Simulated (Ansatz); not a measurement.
Energy landscape of H2Be, singlet: symmetric bend, bond length relaxed. Scanned: H-Be-H angle. Other coordinates (Be-H bond length) were minimised at B3LYP/def2-TZVP.

Methods: RKS-PBE/cc-pVTZ = restricted PBE/cc-pVTZ run with Ansatz (a quantum-chemistry and plane-wave program); RKS-B3LYP/cc-pVTZ = restricted B3LYP/cc-pVTZ in Ansatz; CCSD(T)/cc-pVTZ = CCSD(T) on RHF/cc-pVTZ, frozen core in Ansatz; CCSDT(Q)/cc-pVTZ = Ansatz with CCSDT(Q) on RHF/cc-pVTZ, frozen core; FCI/cc-pVTZ = full CI/cc-pVTZ, frozen core run with Ansatz.

Cost and accuracy over the 13 points of the scan, with FCI/cc-pVTZ as yardstick. Costs are rough ratios of core time within Ansatz on shared cores, each with its mean field (Kohn-Sham runs search longer for lower solutions than correlated ones do); the miss is the largest error against full CI of the profile after the mean shift, in eV.

### Question
Which is the cheapest of these levels that stays within 0.019 eV of FCI/cc-pVTZ?

### Answer
CCSD(T)/cc-pVTZ.

| level | relative cost | largest error |
|---|---|---|
| RKS-PBE/cc-pVTZ | 1 | 0.175 |
| RKS-B3LYP/cc-pVTZ | 1 | 0.033 |
| CCSD(T)/cc-pVTZ | 1 | 0.004 |
| CCSDT(Q)/cc-pVTZ | 10 | 0.000 |

Costs within a factor of two of each other count as equal.
